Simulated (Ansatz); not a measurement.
Total energies of AsGaH$_{5}$N (`N[AsH][GaH2]`).

Z-matrix (Å, degrees):
```
N
As 1 1.870
H 1 1.011 2 109.0
H 1 1.011 2 114.2 3 -120.9
Ga 2 2.416 1 101.8 3 123.4
H 2 1.530 1 97.5 3 -145.1
H 5 1.576 2 118.7 1 -21.4
H 5 1.571 2 120.3 1 160.8
```

Charge 0, multiplicity 1. Correlated methods include outer-core shells of As, Ga, which these sets cover unevenly. Scalar relativity is left out up to krypton. The structure was optimised at the PBE0-D4/def2-TZVP level. It is one conformer, not always the lowest. Basis def2-TZVPP, Ansatz.

RPA on PBE orbitals: Hartree–Fock energy of these orbitals -4214.75719 Eh, correlation -1.14809 Eh (frozen core).

```csv
functional,energy without D4 (Eh),D4 term (kJ/mol)
LDA (SPW92),-4211.70243,–
PBE,-4217.80224,-16.3
revPBE,-4218.16902,-43.5
BLYP,-4218.59546,-35.1
r2SCAN,-4218.45117,-3.6
B97M-V,-4217.71444,–
B3LYP,-4218.60237,-26.7
r2SCAN0,-4218.40272,-4.4
HSE06 (plane-wave form),-4217.90927,-13.0
BHLYP,-4218.42355,-23.4
CAM-B3LYP,-4218.71647,-14.3
ωB97M-V,-4218.23838,–
B2PLYP,-4217.71701,–
PBE-QIDH,-4217.24323,–
```

Task: Give the same for PBE0, r2SCANh, LC-ωPBE, ωB97X-V. (Estimate.)

Result: The calculation gave: 
| functional | energy without D4 (Eh) | D4 term (kJ/mol) |
| --- | --- | --- |
| PBE0 | -4217.91131 | -13.8 |
| r2SCANh | -4218.43110 | -4.0 |
| LC-ωPBE | -4217.91885 | – |
| ωB97X-V | -4218.10061 | – |

B3LYP takes the VWN-RPA correlation (the form of Gaussian; ORCA's B3LYP/G). HSE06 is the plane-wave form, built on full-range PBE exchange. The double hybrids freeze the cores in their second-order part.

LC-ωPBE has ω = 0.4 bohr⁻¹.
